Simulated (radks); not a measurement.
The chlorine ion Cl2+ inside a hard spherical wall (all orbitals vanish at R), configuration held at [Ne] 3s2 3p3 and not refilled when levels cross. All-electron calculation, scalar-relativistic Kohn-Sham, r2SCAN, spin-polarised, spherical densities, finite nucleus; open shells are filled with parallel spins first; meta-GGA in the generalised Kohn-Sham scheme; Fermi nuclear charge, rms radius 3.3654 fm. Program: a radial shooting solver on a logarithmic mesh with Libxc functionals. Eigenvalues in eV for spin up, with the zero of energy where the potential of the charges vanishes at infinity; a dash marks a level that is unbound or too diffuse for the functional's potential to be trusted. A positive occupied level is held by the wall or, in an anion where self-interaction has pushed it up, behind a barrier. The pressure on the wall is -dE/dV.

R (bohr)  E (hartree)  kinetic (hartree)    e(2s)    e(2p)    e(3s)    e(3p)  e(3d, empty)  e(4s, empty)  pressure (GPa)
free       -460.25761            462.419  -285.69  -222.75  -47.804  -33.765       -14.389             -               0
15         -460.25761            462.419  -285.69  -222.75  -47.804  -33.765       -14.389             -        < 0.0001
8          -460.25761            462.419  -285.69  -222.75  -47.804  -33.765       -14.387       -11.160        < 0.0001
5          -460.25574            462.442  -285.60  -222.66  -47.749  -33.700       -14.077        -7.840           0.472
4          -460.23165            462.659  -284.88  -221.94  -47.301  -33.151       -12.863        -0.640            9.74
3.5        -460.16539            463.133  -283.48  -220.54  -46.394  -32.024       -10.994         8.274            44.1
2          -456.61066            476.917  -257.77  -194.53  -18.561   -0.257        23.663        149.14            5340
